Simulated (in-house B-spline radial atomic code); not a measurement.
# The gallium ion Ga⁵⁺: [Ar] 3d8

All numbers are computed (non-relativistic OLYP, spin-polarised, spherical fractional occupations; point nucleus) with a radial B-spline atomic code at the basis-set limit, not measured.

Effective charges: Z_r = [3n² - l(l+1)]/(2<r>) from the radius, Z_e = n√(-2ε) from the energy, and Slater's rules. Values are occupation-weighted means over spin.

| shell | electrons | ε (eV) | <r> (bohr) | Z_r | Z_e | Slater |
| --- | --- | --- | --- | --- | --- | --- |
| 1s | 2 | -10179 | 0.04944 | 30.34 | 27.35 | 30.70 |
| 2s | 2 | -1322.6 | 0.2214 | 27.10 | 19.72 | 26.85 |
| 2p | 6 | -1182.2 | 0.1921 | 26.02 | 18.64 | 26.85 |
| 3s | 2 | -228.1 | 0.6502 | 20.76 | 12.28 | 19.75 |
| 3p | 6 | -182.05 | 0.6638 | 18.83 | 10.97 | 19.75 |
| 3d | 8 | -102.75 | 0.7027 | 14.94 | 8.24 | 10.55 |

The least bound orbital is 3d down at -100.8 eV, and it is also the most diffuse (<r> = 0.7078 bohr).

The density falls to 0.001 bohr⁻³ at 2.219 bohr; Σ<r²> = 9.3403 bohr² gives, by the non-relativistic formula and without the paramagnetism of open shells, a Langevin diamagnetic susceptibility of -7.397×10⁻⁶ cm³/mol.
